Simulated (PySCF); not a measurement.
# Nb³³⁺ (niobium, charge +33) across methods

[He] 2s2 2p4, high-spin 3P determinant. All numbers are calculated (PySCF 2.14, scalar relativity by spin-free X2C-1e, in an uncontracted even-tempered set (19 s from 11 bohr⁻², ratio 2.2; 12 p from 14 bohr⁻², ratio 2.2; 6 d from 61 bohr⁻², ratio 2.4; 5 f from 92 bohr⁻², ratio 2.4; 4 g from 140 bohr⁻², ratio 2.4)).

| method | E (hartree) | mean ε 2s β (eV) | mean ε 2p α (eV) | mean ε 2p β (eV) | Σ⟨r²⟩ (bohr²) | ⟨S²⟩ |
| --- | --- | --- | --- | --- | --- | --- |
| PBE0 | -2773.46 | -4548.4 | -4350.3 | -4319.6 | 0.1411 | 2.000 |
| LDA | -2769.17 | -4525.6 | -4325.3 | -4292.8 | 0.1413 | 2.000 |
| r2SCAN | -2773.76 | -4536.1 | -4338.7 | -4307.7 | 0.1410 | 2.000 |
| UHF | -2773.39660 | -4602.1 | -4415.9 | -4379.8 | 0.1409 | 2.000 |
| M06-L | -2773.89 | -4534.6 | -4339.8 | -4307.4 | 0.1409 | 2.000 |
| r2SCAN0 | -2773.74 | -4553.0 | -4358.2 | -4326.0 | 0.1410 | 2.000 |
| PBE | -2773.38 | -4529.9 | -4327.9 | -4299.0 | 0.1411 | 2.000 |

Spin-orbit coupling is strong in this species (close to jj coupling), so the high-spin LS determinant is a model state, not a physical level.
